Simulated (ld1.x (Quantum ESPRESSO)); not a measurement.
# Au (Z = 79): excitation energies, all-electron against TM

Au, norm-conserving Troullier–Martins (Kleinman–Bylander form), made with ld1.x (Quantum ESPRESSO) 7.5 (revPBE, fully relativistic). Core [Xe] 4f14, reference 5d9 6s0 6p0 (charge +2). Waves: 6p (bound, empty): rc 2.85 bohr; 5d (bound): rc 2.05 bohr; 6s (bound, empty): rc 2.20 bohr. Local part: the s channel. Core correction: a·sin(br)/r model core inside 1.65 bohr.

Open shells are filled in proportion to 2j + 1 (rel_dist='average').

Energies are relative to the spin-unpolarised reference configuration 5d9 6s0 6p0; without spin polarisation the order of configurations can differ from experiment.

```csv
valence configuration,charge,ΔE all-electron (eV),error AE − PS (meV)
5d10 6s1 6p0,0,-30.443,-66
5d10 6s0.5 6p0,+0.5,-26.720,-72
5d10 6s0 6p1,0,-25.273,-52
5d9 6s1 6p1,0,-22.966,-22
5d9 6s1 6p0,+1,-18.358,-15
```

Task: What are ΔE and the potential's error for 5d10 6s0 6p0?

Result: ΔE = -21.143 eV all-electron; the error (AE − PS) is -80 meV.

Task: What are ΔE and the potential's error for 5d8 6s0 6p0?

Result: ΔE = 33.797 eV all-electron; the error (AE − PS) is -127 meV.

Levels in the configuration 5d10 6s0.5 6p0:

```
   level  all-electron (eV)  pseudo (eV)
5d j=3/2            -11.846      -11.729
5d j=5/2            -10.301      -10.193
6s j=1/2             -9.263       -9.276
```
